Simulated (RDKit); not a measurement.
RDKit input (UFF):

```python
from rdkit import Chem
from rdkit.Chem import AllChem, rdDetermineBonds

mol = Chem.MolFromXYZFile('mol.xyz')
rdDetermineBonds.DetermineBonds(mol, charge=-1)
print('SMILES', Chem.MolToSmiles(Chem.RemoveHs(mol)))
ff = AllChem.UFFGetMoleculeForceField(mol)
e0 = ff.CalcEnergy()
flag = ff.Minimize(maxIts=5000, forceTol=1e-5)
print(f'energy {e0:.4f} -> {ff.CalcEnergy():.4f} kcal/mol, converged: {flag == 0}')
print(Chem.MolToXYZBlock(mol))
```
mol.xyz:
```
6

O     -1.11126500    -0.41762200    -1.24335600
Si    -0.11200200    -0.04641100    -0.13793600
O      1.51897400    -0.18560200    -0.51048800
F     -0.21784200    -0.87368400     1.27585000
F     -0.20103100     1.47492500     0.47196800
H      2.07621200     0.06437700     0.23149700
```

Output:

```
SMILES [O-][Si](O)(F)F
energy 24.3710 -> -0.0974 kcal/mol, converged: True
6

O     -1.094579   -0.439072   -1.305923
Si    -0.037287   -0.008308   -0.025052
O      1.589266   -0.196015   -0.539584
F     -0.327517   -1.007434    1.302222
F     -0.308887    1.598117    0.410581
H      2.132050    0.068695    0.245291
```

The dipole moment of an ion depends on the origin.

The geometry given is a B3LYP-D3(BJ)/def2-TZVP minimum.
